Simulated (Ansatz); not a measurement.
Mulliken charges of CH₄AlBrO, SMILES `[OH][AlH][CH2]Br` from PBE/def2-TZVPP in Ansatz (PBE0-D4/def2-TZVP geometry).

| atom | x (Å) | y (Å) | z (Å) | charge (e) |
| --- | --- | --- | --- | --- |
| O1 | -0.600 | 1.739 | -0.949 | -0.373 |
| Al2 | -0.603 | 0.582 | 0.289 | 0.481 |
| C3 | 0.793 | -0.785 | 0.392 | -0.349 |
| Br4 | -0.468 | -1.990 | -0.591 | -0.098 |
| H5 | 0.001 | 1.751 | -1.690 | 0.167 |
| H6 | -1.717 | 0.682 | 1.393 | -0.119 |
| H7 | 1.686 | -0.739 | -0.227 | 0.141 |
| H8 | 1.002 | -1.297 | 1.328 | 0.150 |

Problem. By hand: the dipole of these point charges (1 e Å = 4.8032 D).

Solution. Σ q r = (0.295, 0.013, 0.133) e Å, of length 0.324 e Å = 1.56 D.

Problem. How does the dipole of the full density compare? (Estimate.)

Solution. Computed: (0.472, -0.104, -0.027) e Å, 2.33 D; the point charges give 0.67 times that, at 31° from its direction.

Point charges leave out the atoms' own dipoles, such as those of lone pairs, and Mulliken's split depends on the basis, so the two needn't agree.
